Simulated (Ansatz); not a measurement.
```yaml
crystal:
  periodic: [false, false, false]
  atoms:
    - {symbol: C, position_ang: [-0.303932, 1.381686, -0.483908]}
    - {symbol: Si, position_ang: [0.294984, -0.404365, -0.815335]}
    - {symbol: S, position_ang: [1.442393, -1.088929, 0.871163]}
    - {symbol: S, position_ang: [0.033249, -1.036887, 2.359510]}
    - {symbol: H, position_ang: [0.476890, 2.071491, -0.338000]}
    - {symbol: H, position_ang: [-0.889796, 1.674639, -1.330480]}
    - {symbol: H, position_ang: [-0.951254, 1.361511, 0.443428]}
    - {symbol: H, position_ang: [-0.830909, -1.264976, -1.045975]}
    - {symbol: H, position_ang: [1.255111, -0.388358, -2.030989]}
    - {symbol: H, position_ang: [-0.516773, -2.277010, 2.107067]}
basis:
  gaussian: {orbitals: "6-31++G**"}
total_charge: -3
magnetization: {spin_polarized: true, initial_magnetization: 1}
hamiltonian: {xc: {name: RPBE}, dispersion: d3bj}
accuracy: high
output: {forces: true}
```

```sh
$ ansatz run in.yaml --threads 2 --pin off --events-out ev --progress --plain --max-ram 4352MiB
```

Shortened log:

```
Functional definition: RPBE
2633 factors; integrals over basis functions are off by at most 7.5e-9 eV
mean field evaluation 1: about -30562.2078 eV, gradient 8.7e1 eV
mean field evaluation 2: about -29759.5414 eV, gradient 3.5e2 eV
mean field evaluation 4: about -30621.4865 eV, gradient 7.1e1 eV
mean field evaluation 8: about -30670.3385 eV, gradient 5.2e0 eV
mean field evaluation 16: about -30670.9952 eV, gradient 2.0e-1 eV
mean field evaluation 32: about -30671.0256 eV, gradient 1.5e-6 eV
mean field -30671.02556625 eV, -1127.1393999918 hartree, gradient 2.8e-8 eV, S^2 1.273621; 12 other end points of the search recorded, 0 dependent functions left out
reference -30671.02556904 eV, -1127.1394000945 hartree; 31, 30 occupied and 93, 94 virtual orbitals, 2633 factors
Total energy: -30672.66726265 eV, -1127.1997312217 hartree
Atom 0 at    -0.303932     1.381686    -0.483908 Å, force    -1.105055    -2.174765     1.094379 eV/Å
Atom 1 at     0.294984    -0.404365    -0.815335 Å, force     1.287103     1.791862    -0.188461 eV/Å
Atom 2 at     1.442393    -1.088929     0.871163 Å, force     2.006447    -0.220016    -1.543445 eV/Å
Atom 3 at     0.033249    -1.036887     2.359510 Å, force    -1.683506    -0.386613     1.398623 eV/Å
Atom 4 at     0.476890     2.071491    -0.338000 Å, force     1.447766     1.143193     0.085846 eV/Å
Atom 5 at    -0.889796     1.674639    -1.330480 Å, force    -0.783600     0.636143    -0.768137 eV/Å
Atom 6 at    -0.951254     1.361511     0.443428 Å, force     0.300796     0.114831    -0.790542 eV/Å
Atom 7 at    -0.830909    -1.264976    -1.045975 Å, force    -0.900803    -0.867972    -0.234339 eV/Å
Atom 8 at     1.255111    -0.388358    -2.030989 Å, force    -0.404628    -0.106330     0.423673 eV/Å
Atom 9 at    -0.516773    -2.277010     2.107067 Å, force    -0.164520     0.069668     0.522404 eV/Å
Dipole moment:     1.926914    -1.538850     1.776626 e Å
```

(1) Something in this input is off. What?

Answers

(1) The charge is far from anything that the molecule holds. Self-consistency was reached. The result belongs to that input, not to the molecule as meant.
